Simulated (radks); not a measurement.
The numbers below are computed, except where a source is named.
Charge is removed step by step from the 2p3/2 level of Ar+, starting from [He] 2s2 2p(1/2: 2, 3/2: 4) 3s2 3p5. Code: a radial shooting solver on a logarithmic mesh with Libxc functionals. Model: Dirac Kohn-Sham, PBEsol, spin-unpolarised, spherical densities, finite nucleus; open shells fill j = l - 1/2 first; Fermi nuclear charge, rms radius 3.4274 fm.

removed (e)  E - E(0) (eV)  eigenvalue (eV)  E minus straight line (eV)
0                    0.000          -242.76                       0.000
0.1                 24.484          -246.93                      -1.934
0.2                 49.388          -251.15                      -3.449
0.3                 74.716          -255.40                      -4.541
0.4                 100.47          -259.70                      -5.205
0.5                 126.66          -264.03                      -5.438
0.6                 153.28          -268.40                      -5.236
0.7                 180.34          -272.81                      -4.595
0.8                 207.84          -277.25                      -3.511
0.9                 235.79          -281.74                      -1.981
1                   264.19          -286.26                       0.000

Removing the whole electron costs 264.19 eV by Delta-SCF, against 242.76 eV from minus the eigenvalue at the starting occupation. Slater's transition state (half an electron removed) gives 264.03 eV. Integrating minus the eigenvalue over the occupation (Janak's theorem) gives 264.19 eV. The mean slope of the eigenvalue, de/dn, is 43.5 eV per electron.
